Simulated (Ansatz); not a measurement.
System: C4H12W, charge 0, multiplicity 1. This is an excited singlet: at this geometry the triplet lies 0.57 eV lower at RI-MP2/CBS(def2-TZVPPD,def2-QZVPPD)+[CCSD(T)-MP2]/def2-TZVPPD. 
Geometry from a B3LYP-D3(BJ)/def2-TZVP (Ansatz, a quantum-chemistry and plane-wave program) optimisation:
```xyz
17

W      0.0000     0.0000     0.0000
C     -0.5246    -0.8951     1.8211
C     -0.0040     2.0923     0.1231
C     -1.4252    -0.7094    -1.3633
C      1.9538    -0.4879    -0.5810
H      0.2817    -0.4505     2.4338
H     -0.4280    -1.9853     1.8871
H     -1.4814    -0.5969     2.2660
H      0.1357     2.6472    -0.8122
H      0.6203     2.5472     0.9013
H     -1.0599     2.2132     0.4288
H     -1.4104    -1.7827    -1.5869
H     -2.4639    -0.3944    -1.2080
H     -1.0443    -0.1771    -2.2547
H      1.8226    -1.5857    -0.6079
H      2.7561    -0.2675     0.1331
H      2.2715    -0.1676    -1.5803
```

Total electronic energies in hartree. Cores are frozen in the correlated levels unless marked. Spin-orbit coupling is left out. Frozen are the shells of the preceding noble gas and the d and f shells that filled before the atom's block. Past Kr the def2 sets carry scalar-relativistic core potentials. CBS marks a two-point X^-3 extrapolation of the correlation energy; Hartree-Fock from the larger set.

The Hartree-Fock reference is unstable (checked in the largest basis), which strains HF and MP2. 

```json
[
 {"level": "HF/def2-QZVPP", "program": "Ansatz", "energy (Eh)": "-224.82384"},
 {"level": "PBE-D3(BJ)/def2-TZVPD", "program": "Ansatz + dftd3", "energy (Eh)": "___"},
 {"level": "revPBE-D3(BJ)/def2-TZVPD", "program": "Ansatz + dftd3", "energy (Eh)": "-226.77773"},
 {"level": "PBE0-D3(BJ)/def2-TZVP", "program": "Ansatz + dftd3", "energy (Eh)": "-226.51218"},
 {"level": "r2SCANh-D4/def2-TZVPD", "program": "Ansatz + dftd4", "energy (Eh)": "___"},
 {"level": "CAM-B3LYP-D4/def2-TZVPD", "program": "Ansatz + dftd4", "energy (Eh)": "-226.57140"},
 {"level": "CAM-B3LYP/def2-TZVPD", "program": "Ansatz", "energy (Eh)": "-226.55955"},
 {"level": "CCSD(T)/def2-SVPD", "program": "Ansatz", "energy (Eh)": "-225.53723"},
 {"level": "CCSD(T)/CBS(def2-TZVPPD,def2-QZVPPD)", "program": "Ansatz", "energy (Eh)": "-225.9560"}
]
```

Question: Complete the blanks.

Answer: 
- PBE-D3(BJ)/def2-TZVPD, energy (Eh): -226.53628
- r2SCANh-D4/def2-TZVPD, energy (Eh): -226.62151
